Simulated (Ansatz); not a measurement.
Basis-set extrapolation for CH6BFOSi, SMILES `B[Si](C)(O)F` (PBE0-D4/def2-TZVP geometry, frozen core, Ansatz). Multiplicity 1, RHF reference.

```csv
,def2-TZVPP,def2-QZVPP
HF,-529.501886,-529.522882
MP2 correlation,-0.881019,-0.952602
CCSD(T) correlation,-0.951810,not run
```

Energies in hartree. Use E(X) = E(∞) + A·exp(−7.88·√X) for Hartree–Fock and E(X) = E(∞) + B·X^(−2.97) for correlation, with X = 3 and 4, and add CCSD(T) minus MP2 of the smaller set to the MP2 limit.

Problem. What is the CCSD(T) energy at the basis-set limit?

Solution. HF limit: -529.522882 + (-0.020996) × 0.13774 = -529.52577. MP2 limit: -0.952602 + (-0.071583) × 0.74074 = -1.00563. Higher-order term: -0.951810 − (-0.881019) = -0.07079. Total: -530.60219 hartree, 389.9 kJ/mol below CCSD(T)/def2-TZVPP.
